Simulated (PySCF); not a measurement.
An unknown is described by computed data only.

Formula: C6H7NO.

- Rotational structure: rotational constants A, B, C: 5.085, 1.543, 1.195 GHz [PBE0-D3(BJ)/def2-TZVP]
- 1H NMR: chemical shifts (computed TMS as zero) by class: 7.50 (2 H), 7.12 (2 H), 7.09 (1 H), 6.35 (1 H), 4.07 (1 H) ppm [GIAO B97-2/pcSseg-2]
- 13C NMR: chemical shifts (computed TMS as zero) by class: 158.4 (1 C), 135.9 (2 C), 126.2 (1 C), 117.1 (2 C) ppm [GIAO B97-2/pcSseg-2]
- Dipole: 1.11 D [B97-2/pcSseg-2]
- NMR, other nuclei: isotropic shieldings of nuclei other than C and H, by class: 97 (1 N), 224 (1 O) ppm [GIAO B97-2/pcSseg-2]

Electronic properties: PySCF, gas phase, density fitting. Levels stand in brackets. One conformer (not necessarily the lowest) at the PBE0-D3(BJ)/def2-TZVP geometry, without solvent, vibrations or thermal averaging. NMR values are class means; diastereotopic atoms form classes of their own.

Question: Propose a structure and show how it fits.

Answer: Numbering: `[OH:1][NH:2][c:3]1[cH:4][cH:5][cH:6][cH:7][cH:8]1`. Its formula, C6H7NO, gives 4 degrees of unsaturation: 1 ring and 3 π bonds in the structure found (Kekulé form). 6 carbons fall into 4 classes; from least to most shielded: aromatic carbon bearing nitrogen [C3] (158.4 ppm), aromatic CH carbon [C5/C7] (135.9 ppm, 2 C), aromatic CH carbon [C6] (126.2 ppm), aromatic CH carbon [C4/C8] (117.1 ppm, 2 C). Hydrogen classes from least to most shielded: 2 H on the meta carbons, C5/C7 (7.50 ppm), 2 H on the ortho carbons, C4/C8 (7.12 ppm, a mean of values up to 0.7 ppm apart in this geometry), 1 H on the para carbon, C6 (7.09 ppm), 1 H on a hydroxylamine nitrogen, N2 (6.35 ppm), 1 H on a hydroxyl oxygen, O1 (4.07 ppm). The other shieldings belong to: 97 ppm, hydroxylamine nitrogen [N2]; 224 ppm, hydroxyl oxygen [O1]. The optimised geometry has point group C1 and is an asymmetric top. Structure: `ONc1ccccc1`. Computed isomers that give other values at the same levels: `COc1ccncc1` (13C chemical shifts (computed TMS as zero) by class: 172.9 (1 C), 159.4 (2 C), 113.6 (2 C), 56.7 (1 C) ppm). The assignments are read from this structure; whether some other isomer fits the data as well wasn't checked.

Conformer computed: `[OH:1][NH:2][c:3]1[cH:4][cH:5][cH:6][cH:7][cH:8]1`: O1–N2–C3–C4 25°, H–O1–N2–C3 -120°.
